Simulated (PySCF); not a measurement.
# Shapes and spin states of Sn₃⁺

Method: PBE0/[Sn def2-TZVP with ECP28], scalar-relativistic core potentials, density fitting, no spin–orbit coupling, PySCF.

Relaxations began from a few typed shapes and spin states; open shells are unrestricted. The search is not exhaustive: other isomers or separated fragments can lie lower, and high-lying points may rest on an excited occupation.

(1) Which is the lowest minimum found?
A. quartet D∞h: Sn–Sn 2.821 Å (×2); Sn–Sn–Sn 180.0°
B. doublet (⟨S²⟩ 1.41) C2v: Sn–Sn 2.808 Å (×2), Sn–Sn 3.020 Å; Sn–Sn–Sn 57.5° (×2), Sn–Sn–Sn 65.1°
C. doublet C2v: Sn–Sn 2.774 Å (×2), Sn–Sn 3.765 Å; Sn–Sn–Sn 47.3° (×2), Sn–Sn–Sn 85.5°
D. quartet D3h: Sn–Sn 2.861 Å (×3); Sn–Sn–Sn 60.0° (×3)

## Answers

(1) B. The others lie at 0.2 (quartet D3h), 6.3 (doublet C2v), 52.1 (quartet D∞h) kJ/mol above it.

For the lowest minimum: the determinant is spin-contaminated (⟨S²⟩ = 1.41, pure value 0.75). With an element this heavy the missing spin–orbit coupling can shift these numbers.

The electron or spin density has lower symmetry than the nuclear frame for the quartet D∞h at 52.1 kJ/mol.
